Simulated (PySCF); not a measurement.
# SMILES N#Cc1cccccc1=O, C$_{8}$H$_{5}$NO

Geometry:
```tsv
atom	x (Å)	y (Å)	z (Å)
N1	3.794	-0.731	0.088
C2	2.674	-0.494	0.024
C3	1.280	-0.239	-0.042
C4	0.476	-1.339	-0.087
C5	-0.935	-1.425	-0.161
C6	-1.843	-0.421	-0.042
C7	-1.597	0.960	0.183
C8	-0.427	1.635	0.176
C9	0.943	1.200	-0.090
O10	1.812	2.029	-0.301
H11	0.989	-2.295	-0.085
H12	-1.323	-2.427	-0.297
H13	-2.889	-0.698	-0.092
H14	-2.489	1.549	0.362
H15	-0.468	2.706	0.343
```

Computed with PySCF 2.14.0, quadratic response wB97X-D/pcseg-1 first hyperpolarisability, Taylor convention, gas phase. Geometry: GFN2-xTB.

What is the first hyperpolarisability, and how does it disperse?

In 10⁻³⁰ esu, Taylor convention; the vector part is βᵢ = ⅓ Σⱼ (βᵢⱼⱼ + βⱼᵢⱼ + βⱼⱼᵢ); β∥ is 3/5 of the vector part along the dipole, the dipole points from − to +:
```csv
process,λ (nm),β vector norm,β∥,β HRS,depolarisation ratio
"static β(0;0,0)",∞,2.64,-1.57,1.01,6.95
"second harmonic β(−2ω;ω,ω)",1907,2.79,-1.66,1.06,7.36
"Pockels β(−ω;ω,0)",1907,2.69,-1.60,–,–
"second harmonic β(−2ω;ω,ω)",1340,2.98,-1.78,1.13,7.80
"Pockels β(−ω;ω,0)",1340,2.74,-1.63,–,–
```

Which lowest excitations, dipole and polarisabilities go with it?

S1 3.75 eV (f = 0.136); S2 3.93 eV (f = 0.002); S3 4.10 eV (f = 0.000); dipole 7.76 D; isotropic α 92.1 au static, 92.6 au at 1907 nm, 93.3 au at 1340 nm, 94.5 au at 953.5 nm, 97.5 au at 670 nm.
